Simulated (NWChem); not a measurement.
System: CH3ClO2Si; SMILES Cl[SiH]1OCO1

```xyz
8

Cl    -0.2801     1.8683     0.0000
Si     0.5953     0.0088     0.0000
O     -0.0255    -1.0793    -1.1133
C     -0.4967    -1.8697     0.0000
O     -0.0255    -1.0793     1.1133
H      2.0520     0.2291     0.0000
H     -0.0290    -2.8587     0.0000
H     -1.5890    -1.9378     0.0000
```
Atoms are numbered in this order, from 1.

Program: NWChem. Pople sets run with spherical d functions. Coordinates come from a B3LYP/6-31G* (spherical d) optimisation. Level: B3LYP/6-31G* with SMD (1 M gas to 1 M solution), gas-phase geometry. Reactions with the solvent are ignored.

Predict the results for solvent toluene. Quantities: solvation free energy (kcal/mol); cavity-dispersion-structure term (kcal/mol); dipole in solution (D).


```
Quantity                                     Value
-------------------------------------------  -----
solvation free energy (kcal/mol)              -3.7
cavity-dispersion-structure term (kcal/mol)   -1.8
dipole in solution (D)                        1.50
```
